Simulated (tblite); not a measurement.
C6H5Br.
SMILES: `Brc1ccccc1`

Level: GFN2-xTB in tblite, geometry and Hessian alike; calculated harmonic values, unscaled, isolated species. Errors from tens to a few hundred cm⁻¹ against measured bands are possible.

Harmonic wavenumbers (cm⁻¹): 160.0, 238.6, 294.5, 370.1, 431.4, 584.3, 641.2, 646.4, 746.3, 870.6, 897.6, 925.4, 930.8, 953.9, 1078.4, 1092.5, 1115.6, 1179.5, 1193.8, 1274.3, 1317.6, 1431.6, 1444.2, 1579.8, 1588.4, 3085.3, 3089.4, 3097.4, 3102.3, 3105.4.

A = 5747, B = 994.5, C = 847.8 MHz; mass 155.957 u (most abundant isotopes); point group C2v, symmetry number 2.

Task: What is the zero-point energy?

Result: Half the sum of the wavenumbers: 19233 cm⁻¹ = 230.08 kJ/mol.

Task: What is S at 273.15 K and 1 bar for an ideal gas of classical rigid rotors and harmonic oscillators?

Result: Translation 170.01, rotation 112.75, vibration 37.39: S = 320.1 J/(mol K).

Task: And Cp and H(273.15 K) − H(0)?

Result: Cp = 93.76 J/(mol K), of which vibrations give 60.50 (their classical limit is 30 R = 249.4); H(273.15 K) − H(0) = 15.68 kJ/mol without the zero-point energy, 6.60 from vibrations.

Task: How do the functions run with temperature in this model?

Result: 
```json
{"T (K)": "150", "S (J/(mol K))": "275.8", "Cp (J/(mol K))": "58.8", "H − H(0) (kJ/mol)": "6.35", "G − H(0) (kJ/mol)": "-35.02", "ln q(vib)": "0.47"}
{"T (K)": "250", "S (J/(mol K))": "312.2", "Cp (J/(mol K))": "86.8", "H − H(0) (kJ/mol)": "13.59", "G − H(0) (kJ/mol)": "-64.45", "ln q(vib)": "1.35"}
{"T (K)": "298.15", "S (J/(mol K))": "328.7", "Cp (J/(mol K))": "101.3", "H − H(0) (kJ/mol)": "18.12", "G − H(0) (kJ/mol)": "-79.88", "ln q(vib)": "1.86"}
{"T (K)": "400", "S (J/(mol K))": "362.6", "Cp (J/(mol K))": "130.3", "H − H(0) (kJ/mol)": "29.95", "G − H(0) (kJ/mol)": "-115.09", "ln q(vib)": "3.07"}
{"T (K)": "600", "S (J/(mol K))": "424.2", "Cp (J/(mol K))": "173.2", "H − H(0) (kJ/mol)": "60.62", "G − H(0) (kJ/mol)": "-193.90", "ln q(vib)": "5.71"}
{"T (K)": "900", "S (J/(mol K))": "502.3", "Cp (J/(mol K))": "211.1", "H − H(0) (kJ/mol)": "118.82", "G − H(0) (kJ/mol)": "-333.28", "ln q(vib)": "9.76"}
```

q(vib) and H(0) count from the zero-point level.

Task: Which modes carry the vibrational entropy at 273.15 K?

Result: 160.0 cm⁻¹: 9.98; 238.6 cm⁻¹: 6.94; 294.5 cm⁻¹: 5.45; 370.1 cm⁻¹: 3.97; 431.4 cm⁻¹: 3.08; 584.3 cm⁻¹: 1.63 J/(mol K); the other 24 give 6.35 together.

Task: What must be added to the electronic energy to get the Gibbs energy at 273.15 K and 1 bar?

Result: ZPE + [H(273.15 K) − H(0)] − T·S = 230.08 + 15.68 − 87.45 = 158.31 kJ/mol.

Hindered rotation and anharmonicity are outside this model.

Time: 0.47 s wall. Hardware: an Arm Neoverse N1 with one thread (shared host). The figure is for the frequency step alone.
